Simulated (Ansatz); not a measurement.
Input file for Ansatz (a quantum-chemistry and plane-wave program): U-wB97X-V/def2-TZVPP on FHOPb (SMILES [OH][Pb][F]), a point of a bond scan (R = 1.159 Å). Elements past Kr take the def2 small-core potentials; no spin–orbit coupling.

Ansatz 0.2 input:
```yaml
crystal:
  periodic: [false, false, false]
  atoms:
    - {symbol: Pb, position_ang: [0.11984709, 0.02505711, 0.23369822]}
    - {symbol: F, position_ang: [-0.29894545, 1.35257794, -1.30236435]}
    - {symbol: O, position_ang: [-0.75278508, -1.60708419, -0.73088014]}
    - {symbol: H, position_ang: [-1.18704919, -1.32403623, -1.76774414]}
basis:
  gaussian:
    orbitals: def2-TZVPP
hamiltonian:
  xc: {name: wB97X-V}
magnetization: {spin_polarized: true, initial_magnetization: 0}
```

Program output:

```
WARN ansatz: RAYON_NUM_THREADS=2 ignored (pool sized by the plan → 2); use --threads N
Functional definition: wB97X-V
integrals: 0.06 GiB planned
783 factors; their error is unknown
integrals: 0.09 GiB planned
210 factors; integrals over basis functions are off by at most 1.5e-5 eV
mean field: 0.76 GiB planned
mean field evaluation 1: about -10021.2445 eV, gradient 4.8e1 eV
mean field evaluation 2: about -10006.4095 eV, gradient 8.1e1 eV
mean field evaluation 4: about -10029.1944 eV, gradient 5.2e0 eV
mean field evaluation 8: about -10029.3143 eV, gradient 1.5e-1 eV
mean field evaluation 16: about -10029.3144 eV, gradient 2.7e-5 eV
mean field -10029.31438673 eV, -368.5705055990 hartree, gradient 2.7e-5 eV, S^2 0.000000; 0 other end points of the search recorded, 0 dependent functions left out
reference -10029.31438476 eV, -368.5705055264 hartree; 20, 20 occupied and 106, 106 virtual orbitals, 783 factors
Total energy: -10029.31438476 eV, -368.5705055264 hartree
```

The run converged.

Cost: about 6 core-seconds (a rough figure).
